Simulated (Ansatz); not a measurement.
SiAu₄, relaxed as a singlet with RKS r2SCAN-D4/def2-SVP in Ansatz, starting from the GFN1-xTB geometry. Force threshold 0.02 eV/Å.

In the def2 sets Au takes a core potential; there is no spin–orbit coupling. The restricted singlet is unstable towards broken spin symmetry in Hartree–Fock (as tested in another run); at r2SCAN-D4/def2-SVP this wasn't settled. Another isomer (singlet) lies 1.36 eV lower at PBE0-D4/def2-TZVP; other spin states weren't run for this one.

Start:

```xyz
5

Au   -0.5217   -0.5251   -1.4034
Au    1.8988   -1.6468   -1.3392
Au    1.1419   -0.1239    0.7440
Au   -2.0538    1.0513    0.1283
Si   -0.4652    1.2445    1.8702
```

Question: Estimate the energy that the relaxation releases and the steps that it takes.

Answer: 0.08 eV, in 4 steps; 22 s on 4 threads of Intel Xeon Platinum 8259CL on a shared host. No frequencies were taken in this run, so the end may be a saddle point.

Question: Does the start keep its bonding and symmetry?

Answer: By distances, no bond broke or formed. The bond that changes most is Au2–Au3, from 2.69 to 2.83 Å (atoms count from 1). Point group Cs at the start, Cs at the end, both within 0.05 Å.

Question: Predict the relaxed structure.

Answer: 
```xyz
5

Au   -0.473   -0.551   -1.409
Au    1.889   -1.672   -1.397
Au    1.065   -0.069    0.784
Au   -2.024    1.043    0.141
Si   -0.458    1.249    1.880
```
Bond lengths (bridged metal pairs left out): 4 × Au–Au 2.61 to 2.83 Å; 2 × Au–Si 2.29 to 2.35 Å.
